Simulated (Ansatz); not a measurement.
C2H8AlFSi (`C[SiH]([AlH2])CF`). The species carries charge 0 and has multiplicity 1.

```tsv
atom	x (Å)	y (Å)	z (Å)
C1	-0.930	0.456	1.490
Si2	-0.093	0.440	-0.193
Al3	2.367	0.309	-0.118
C4	-0.800	-0.992	-1.229
F5	-2.190	-0.908	-1.306
H6	-2.014	0.511	1.367
H7	-0.698	-0.448	2.058
H8	-0.606	1.317	2.079
H9	-0.451	1.701	-0.916
H10	3.188	-0.491	-1.222
H11	3.182	1.051	1.030
H12	-0.403	-0.979	-2.249
H13	-0.551	-1.966	-0.790
```

**Question.** What are the harmonic wavenumbers in cm⁻¹ at PBE0-D4/def2-TZVP (Ansatz, finite differences of forces, unscaled)? (Best estimate.)

**Answer.** The calculation gave: 60, 78, 92, 128, 151, 189, 274, 385, 414, 524, 605, 653, 657, 732, 770, 819, 849, 891, 1046, 1250, 1273, 1313, 1448, 1453, 1459, 1899, 1909, 2163, 3035, 3052, 3088, 3136, 3142.

**Question.** Is this a minimum?

**Answer.** Yes, all 33 modes are real.

**Question.** Give the ideal-gas thermochemistry at 298.15 K and 1 bar (rigid rotor, harmonic oscillator; point group C1, symmetry number 1).

**Answer.** Zero-point energy 232.9 kJ/mol; H(298) − E = 259.7 kJ/mol; entropy 394.6 J/(mol·K), of which translation 167.0, rotation 117.3, vibration 110.3; G(298) − E = 142.0 kJ/mol. Modes under 100 cm⁻¹ are hindered rotations or soft bends, so the harmonic entropy is rough.

**Question.** And at 400, 500, 600, 800 and 1000 K?

**Answer.** 
```tsv
T (K)	H − E (kJ/mol)	S (J/mol/K)	G − E (kJ/mol)
400	274.8	438.2	99.5
500	292.0	476.4	53.8
600	311.0	511.0	4.4
800	353.3	571.7	-104.1
1000	400.0	623.7	-223.7
```
